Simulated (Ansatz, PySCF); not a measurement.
CH6F2Si3, SMILES F[Si@@H]1C[Si@H](F)[SiH2]1. Atoms are numbered in the order given.

```xyz
12

F     -1.2849     0.7693    -1.8305
Si     0.2000     0.2224    -1.4317
C      0.8890     1.2472     0.0000
Si     0.2000     0.2224     1.4317
F     -1.2849     0.7693     1.8305
Si     0.0381    -1.6459     0.0000
H      1.0146     0.2250    -2.6820
H      1.9908     1.1376     0.0000
H      0.6572     2.3245     0.0000
H      1.0146     0.2250     2.6820
H     -1.1530    -2.5425     0.0000
H      1.3076    -2.4419     0.0000
```
Charge 0, spin multiplicity 1.

Geometry: PBE0-D3(BJ)/def2-SVP. The structure was generated by enumeration; whether it is a known compound was not checked.

Two levels are set side by side: PBE-D3(BJ)/def2-SVP (Ansatz, an electronic-structure program) and PBE0-D3(BJ)/def2-SVP (Ansatz). Each level has its own optimised geometry; the coordinates shown are those of the second. Frequencies come from the Hessian of PySCF at each geometry. Differences are taken from unrounded values.

| quantity | PBE0-D3(BJ) |
|---|---|
| mean bond length (Å) | 1.662 |
| bond F1–Si2 (Å) | 1.632 |
| bond Si2–C3 (Å) | 1.891 |
| bond Si2–Si6 (Å) | 2.359 |
| bond C3–Si4 (Å) | 1.891 |
| bond Si4–F5 (Å) | 1.632 |
| bond Si4–Si6 (Å) | 2.359 |
| bond Si2–H7 (Å) | 1.492 |
| bond C3–H8 (Å) | 1.107 |
| bond C3–H9 (Å) | 1.102 |
| bond Si4–H10 (Å) | 1.492 |
| bond Si6–H11 (Å) | 1.491 |
| bond Si6–H12 (Å) | 1.498 |
| highest harmonic wavenumber (cm⁻¹) | 3149 |
| mean harmonic wavenumber (cm⁻¹) | 986 |
| zero-point energy (kcal/mol) | 42.30 |

### Question
What does PBE-D3(BJ) give, and how far is it from PBE0-D3(BJ)? (An estimate is asked for; the answer gives what the named calculation found.)

### Answer

```json
[
 {"quantity": "mean bond length (Å)", "PBE-D3(BJ)": "1.674", "PBE-D3(BJ) minus PBE0-D3(BJ)": "0.012"},
 {"quantity": "bond F1–Si2 (Å)", "PBE-D3(BJ)": "1.647", "PBE-D3(BJ) minus PBE0-D3(BJ)": "0.015"},
 {"quantity": "bond Si2–C3 (Å)", "PBE-D3(BJ)": "1.904", "PBE-D3(BJ) minus PBE0-D3(BJ)": "0.013"},
 {"quantity": "bond Si2–Si6 (Å)", "PBE-D3(BJ)": "2.370", "PBE-D3(BJ) minus PBE0-D3(BJ)": "0.011"},
 {"quantity": "bond C3–Si4 (Å)", "PBE-D3(BJ)": "1.904", "PBE-D3(BJ) minus PBE0-D3(BJ)": "0.013"},
 {"quantity": "bond Si4–F5 (Å)", "PBE-D3(BJ)": "1.647", "PBE-D3(BJ) minus PBE0-D3(BJ)": "0.015"},
 {"quantity": "bond Si4–Si6 (Å)", "PBE-D3(BJ)": "2.370", "PBE-D3(BJ) minus PBE0-D3(BJ)": "0.011"},
 {"quantity": "bond Si2–H7 (Å)", "PBE-D3(BJ)": "1.505", "PBE-D3(BJ) minus PBE0-D3(BJ)": "0.013"},
 {"quantity": "bond C3–H8 (Å)", "PBE-D3(BJ)": "1.115", "PBE-D3(BJ) minus PBE0-D3(BJ)": "0.008"},
 {"quantity": "bond C3–H9 (Å)", "PBE-D3(BJ)": "1.110", "PBE-D3(BJ) minus PBE0-D3(BJ)": "0.008"},
 {"quantity": "bond Si4–H10 (Å)", "PBE-D3(BJ)": "1.505", "PBE-D3(BJ) minus PBE0-D3(BJ)": "0.013"},
 {"quantity": "bond Si6–H11 (Å)", "PBE-D3(BJ)": "1.502", "PBE-D3(BJ) minus PBE0-D3(BJ)": "0.011"},
 {"quantity": "bond Si6–H12 (Å)", "PBE-D3(BJ)": "1.509", "PBE-D3(BJ) minus PBE0-D3(BJ)": "0.011"},
 {"quantity": "highest harmonic wavenumber (cm⁻¹)", "PBE-D3(BJ)": "3060", "PBE-D3(BJ) minus PBE0-D3(BJ)": "-89"},
 {"quantity": "mean harmonic wavenumber (cm⁻¹)", "PBE-D3(BJ)": "951", "PBE-D3(BJ) minus PBE0-D3(BJ)": "-35"},
 {"quantity": "zero-point energy (kcal/mol)", "PBE-D3(BJ)": "40.80", "PBE-D3(BJ) minus PBE0-D3(BJ)": "-1.51"}
]
```

GGA bonds tend to be longer and softer than those of functionals with exact exchange. Differences between two approximate levels are no errors against the true value.
